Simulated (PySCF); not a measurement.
**Excitation energy of Kr²⁺ by level of theory**

Kr²⁺ [Ar] 3d10 4s2 4p4 (3P) → Kr²⁺ [Ar] 3d10 4s1 4p4 4d1 (high-spin determinant), as a difference of total energies. Calculation: PySCF 2.14, in aug-cc-pwCVDZ-PP with ECP10MDF; a scalar-relativistic core potential. Correlated levels: valence: 3s2 3p6 3d10 frozen; valence and next inner shell: nothing frozen outside the core potential. The calculations carry no spin-orbit coupling.

```
                                method  excitation energy (eV)
                                   UHF                  30.667
                                   LDA                  31.711
                                   PBE                  31.119
                                  PBE0                  31.233
                                r2SCAN                  31.243
                                M06-2X                  31.175
                                   M06                  31.889
                               wB97X-V                  31.722
                                PBEsol                  31.149
                         MP2 (valence)                  31.086
                     SCS-MP2 (valence)                  31.061
    MP2 (valence and next inner shell)                  31.587
SCS-MP2 (valence and next inner shell)                  31.435
```

Question: How much does correlation contribute at MP2 (valence and next inner shell)?

Answer: 31.587 − (30.667) = 0.920 eV, measured against UHF.

The promoted electron is Rydberg-like, and one or two diffuse shells describe it only roughly, which tends to raise the upper state.

The determinant of the upper state mixes LS terms, which raises its energy above the lowest term, most at the Hartree-Fock and MP2 levels.
